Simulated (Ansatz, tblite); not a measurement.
Forces on the cluster Be₅S₄⁺ at its PBE-D4/def2-SVP geometry. Charge 1, multiplicity 2.

The xTB rows come from tblite. Another isomer (doublet) lies 1.03 eV lower at PBE0-D4/def2-TZVP; other spin states weren't run for this one.

GFN1-xTB (tblite), largest force 1.70 eV/Å:

```xyz
9
positions Å, forces eV/Å
Be    0.449    0.994   -1.241   -0.047    0.216   -0.434
Be   -2.397    1.880   -1.383    0.500   -0.980   -0.553
Be   -1.511   -0.653   -0.083   -0.430   -0.101   -0.209
Be    2.127    0.110    0.500    0.493    0.040    0.017
Be    0.249   -1.463    1.610   -0.010   -0.380    0.311
S     2.102   -1.647    1.226   -0.250    0.351    0.070
S    -1.282    0.203   -1.887   -0.490    1.283    0.999
S     1.928    1.793   -0.431   -0.095   -0.392    0.025
S    -1.667   -1.216    1.689    0.330   -0.036   -0.226
```

GFN2-xTB (tblite), largest force 1.35 eV/Å:

```
Be -0.021 0.133 -0.268
Be 0.474 -0.822 -0.368
Be -0.266 -0.067 -0.125
Be 0.305 -0.019 -0.022
Be 0.010 -0.264 0.149
S -0.283 0.365 0.036
S -0.307 0.982 0.880
S -0.176 -0.338 -0.012
S 0.264 0.030 -0.271
```

PBE-D4/def2-TZVP (Ansatz), largest force 0.34 eV/Å:

```
Be 0.039 0.000 0.077
Be 0.187 -0.270 -0.069
Be 0.042 0.007 0.073
Be -0.045 0.009 -0.031
Be -0.025 0.025 -0.044
S -0.153 0.152 -0.045
S -0.080 0.249 0.221
S -0.139 -0.215 0.001
S 0.173 0.045 -0.183
```
